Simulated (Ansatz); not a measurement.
H$_{6}$O$_{4}$SSi$_{2}$, SMILES `O[SiH](O)S[SiH](O)O`. Total charge 0; spin multiplicity 1.

Cartesian coordinates in Å:
```
O -1.017 0.728 2.749
Si -0.998 -0.333 1.515
O -1.900 0.239 0.286
S 1.013 -0.735 0.836
Si 0.994 0.259 -1.042
O 2.387 -0.120 -1.806
O -0.274 -0.211 -1.986
H -0.751 1.632 2.572
H -1.503 -1.590 2.094
H -1.653 0.007 -0.620
H 0.811 1.715 -0.908
H 3.092 -0.516 -1.292
H -0.201 -1.077 -2.397
```

(1) Give the diagnostics of a CCSD(T)/def2-TZVPP run (frozen core, Ansatz). (Best estimate.)

Results:

(1) The calculation gave: T1 = 0.0122, largest single amplitude 0.013, largest double 0.014, (T) share of the correlation energy 3.7 %, 9 CCSD cycles. The RHF solution is stable towards an unrestricted one. T1 lies under the customary mark of 0.02 for closed shells.
